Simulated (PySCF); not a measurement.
Job file and geometry (Å, from GFN2-xTB) of an NMR shielding run on SMILES [SiH2](S[SiH2]C[SiH2]C)O, C2H12OSSi3, GIAO PBE0/pcSseg-1 NMR shielding, non-relativistic, gas phase in PySCF 2.14.0, density-fitted response routines; density fitting, a coarse starting grid and PySCF grid level 2 are the driver's defaults:

```
$ OMP_NUM_THREADS=1 python probes_run.py task.json out

{"job": {"kind": "nmr", "xc": "PBE0", "basis": "pcSseg-1"}, "charge": 0, "multiplicity": 1}
C     -2.647471     0.965050     0.530925
Si    -1.514195     0.825761    -0.980539
C     -0.763763    -0.929946    -1.058549
Si     0.037829    -1.582496     0.527205
S      1.407459    -0.154779     1.363807
Si     2.841000     0.125822    -0.209567
O      3.962492     1.146434     0.346730
H     -3.411778     0.192674     0.531190
H     -2.078334     0.867248     1.451103
H     -3.151294     1.926389     0.555744
H     -2.280746     1.041657    -2.217797
H     -0.442004     1.824706    -0.912565
H     -0.025733    -0.948804    -1.861139
H     -1.541431    -1.635709    -1.349602
H      0.801062    -2.804332     0.266860
H     -0.911152    -1.777669     1.615005
H      2.226552     0.771311    -1.356742
H      3.434075    -1.170048    -0.514552
H      4.047628     1.325983     1.280186
```

Problem. Write the output of this run.

Solution. 
```
coarse grid: 17200 points
cycle   1  E = -1424.4947373301  dE =  3.830e-01  |g| = 8.204e-01  |ddm| = 3.881e+00
cycle   2  E = -1424.3587310434  dE =  1.360e-01  |g| = 1.172e+00  |ddm| = 1.626e+00
cycle   3  E = -1424.6268192746  dE = -2.681e-01  |g| = 1.168e-01  |ddm| = 1.089e+00
cycle   4  E = -1424.6293266254  dE = -2.507e-03  |g| = 4.196e-02  |ddm| = 1.340e-01
cycle   5  E = -1424.6297365357  dE = -4.099e-04  |g| = 6.072e-03  |ddm| = 4.553e-02
cycle   6  E = -1424.6297450320  dE = -8.496e-06  |g| = 2.270e-03  |ddm| = 9.286e-03
final grid: 145616 points
cycle   7  E = -1424.6800729253  dE = -2.497e-05  |g| = 1.093e-02  |ddm| = 3.091e-02
cycle   8  E = -1424.6800521614  dE =  2.076e-05  |g| = 1.436e-02  |ddm| = 2.409e-02
cycle   9  E = -1424.6801007177  dE = -4.856e-05  |g| = 9.274e-04  |ddm| = 1.396e-02
cycle  10  E = -1424.6801008858  dE = -1.681e-07  |g| = 2.331e-04  |ddm| = 9.653e-04
cycle  11  E = -1424.6801008971  dE = -1.122e-08  |g| = 6.385e-05  |ddm| = 2.579e-04
cycle  12  E = -1424.6801008979  dE = -8.768e-10  |g| = 2.070e-05  |ddm| = 7.617e-05
converged SCF energy = -1424.6801008979

GIAO shielding tensors (ppm)
atom      isotropic    diamagn.    paramagn.     s11        s22        s33       span
  0 C      193.806     254.189     -60.383    188.888    194.176    198.353      9.465
  1 Si     396.538     881.340    -484.802    362.525    392.301    434.789     72.265
  2 C      190.695     260.770     -70.074    183.715    191.350    197.020     13.304
  3 Si     383.648     881.605    -497.956    323.856    399.868    427.221    103.365
  4 S      770.478    1063.512    -293.034    672.886    805.616    832.932    160.046
  5 Si     363.005     879.047    -516.042    339.341    341.834    407.840     68.499
  6 O      311.031     384.579     -73.548    280.352    294.585    358.156     77.805
  7 H       31.672      30.425       1.247     27.143     29.206     38.668     11.526
  8 H       31.190      33.476      -2.286     25.602     30.945     37.024     11.422
  9 H       31.532      28.940       2.592     26.791     27.646     40.158     13.367
 10 H       27.406      29.733      -2.327     23.409     25.444     33.364      9.955
 11 H       27.268      31.434      -4.166     23.496     27.022     31.285      7.789
 12 H       31.756      34.049      -2.293     27.233     29.442     38.593     11.360
 13 H       31.924      31.845       0.079     26.692     28.860     40.221     13.529
 14 H       26.583      30.114      -3.532     21.720     25.254     32.774     11.055
 15 H       26.901      31.006      -4.105     23.325     25.211     32.166      8.841
 16 H       26.275      31.399      -5.124     21.595     26.947     30.284      8.690
 17 H       26.123      29.296      -3.173     21.984     25.083     31.300      9.316
 18 H       30.256      31.158      -0.902     21.691     27.059     42.017     20.327
```

Problem. Turn these shieldings into chemical shifts. Shifts are taken against calculated references (same method and geometry level): 13C (186.93 ppm) and 29Si (349.16 ppm) and 1H (31.72 ppm) vs TMS; CS2 for 33S (503.73 ppm); 17O (336.08 ppm) vs H2O.

Solution. Averaging equivalent atoms: C 2: -3.8; C 0: -6.9; Si 5: -13.8; Si 3: -34.5; Si 1: -47.4; S 4: -267; O 6: 25.0; H 16/17: 5.52; H 14/15: 4.98; H 10/11: 4.38; H 18: 1.46; H 7/8/9: 0.25; H 12/13: -0.12 ppm. Experimental scales use liquid or dissolved standards, which lie at an offset from isolated H2O (liquid H2O: subtract about 36 ppm).

Size and cost of the density-fitted run: 207 basis functions, 52 s wall time on 1 thread of an Intel Xeon, shared host; peak memory 0.94 GiB.
